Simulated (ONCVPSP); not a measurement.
**Logarithmic derivatives: Lu, ONCV**

Lu, optimised norm-conserving Vanderbilt (ONCV), made with ONCVPSP 4.0.1 (LDA (Perdew-Wang 92), scalar-relativistic). Core [Kr] 4d10 4f14, reference 5s2 5p6 (charge +3). Waves: 5s: rc 1.60 bohr, ncon 5, nbas 8, qcut 5.7 1/bohr, 2 projectors, debl 1.3 Ha; 5p: rc 1.35 bohr, ncon 4, nbas 7, qcut 5.3 1/bohr, 1 projector; d scattering state at 0.08 Ha: rc 1.65 bohr, ncon 3, nbas 7, qcut 4.9 1/bohr, 2 projectors, debl 0.9 Ha. Local part: polynomial inside 1.30 bohr (lpopt 5, dvloc0 0 Ha). Core correction: Teter function, fcfact 4, rcfact 1.45.

In the s channel the program set the typed energies aside and used -3.235, 0.250 Ha. In the d channel the program set the typed energies aside and used 0.050, 0.950 Ha.

The phase is arctan(r·R′/R) of the radial function R(r), unwrapped; energies in Ha, scanned from -5 to 5 Ha. A pole is an energy at which the radial function vanishes at the test radius. The pseudo phase is shifted by a multiple of π to meet the all-electron one at the reference energy, and phase errors are pseudo minus all-electron; the curves can meet again beyond the range given. Levels narrower than the energy grid can be missing from the lists of poles.

**Question.** For each channel, where are the poles, and over which energies does the pseudopotential scatter like the atom?

**Answer.**

```csv
channel,radius (bohr),reference energy (Ha),"poles, all-electron","poles, pseudo",unbroken range about the reference energy with phases within 0.05 rad,phase error 1 Ha above the reference energy (rad)
s,1.62,-3.23,-2.29,-2.29,the whole range,-0.000
p,1.37,-2.14,1.33,0.83,below 1.3,-0.004
d,1.67,0.05,1.60,1.60,below 4.8,-0.000
```

Phases in the s channel:

| E (Ha) | all-electron | pseudo |
| --- | --- | --- |
| -4.96 | 0.965 | 0.965 |
| -4.72 | 0.839 | 0.838 |
| -4.48 | 0.633 | 0.633 |
| -4.24 | 0.281 | 0.281 |
| -4.00 | -0.243 | -0.244 |
| -3.76 | -0.745 | -0.745 |
| -3.52 | -1.067 | -1.067 |
| -3.28 | -1.256 | -1.256 |
| -3.04 | -1.376 | -1.376 |
| -2.80 | -1.458 | -1.458 |
| -2.56 | -1.518 | -1.518 |
| -2.32 | -1.566 | -1.566 |
| -2.08 | -1.606 | -1.606 |
| -1.84 | -1.640 | -1.640 |
| -1.60 | -1.672 | -1.672 |
| -1.36 | -1.702 | -1.702 |
| -1.12 | -1.732 | -1.732 |
| -0.88 | -1.762 | -1.762 |
| -0.64 | -1.794 | -1.794 |
| -0.40 | -1.829 | -1.829 |
| -0.16 | -1.869 | -1.869 |
| 0.08 | -1.915 | -1.915 |
| 0.32 | -1.972 | -1.972 |
| 0.56 | -2.042 | -2.042 |
| 0.80 | -2.134 | -2.134 |
| 1.04 | -2.258 | -2.258 |
| 1.28 | -2.431 | -2.432 |
| 1.52 | -2.673 | -2.675 |
| 1.76 | -2.992 | -2.996 |
| 2.00 | -3.348 | -3.354 |
| 2.24 | -3.664 | -3.672 |
| 2.48 | -3.903 | -3.911 |
| 2.72 | -4.073 | -4.080 |
| 2.96 | -4.194 | -4.201 |
| 3.20 | -4.282 | -4.290 |
| 3.44 | -4.349 | -4.357 |
| 3.68 | -4.402 | -4.410 |
| 3.92 | -4.444 | -4.453 |
| 4.16 | -4.478 | -4.488 |
| 4.40 | -4.507 | -4.518 |
| 4.64 | -4.531 | -4.545 |
| 4.88 | -4.553 | -4.569 |
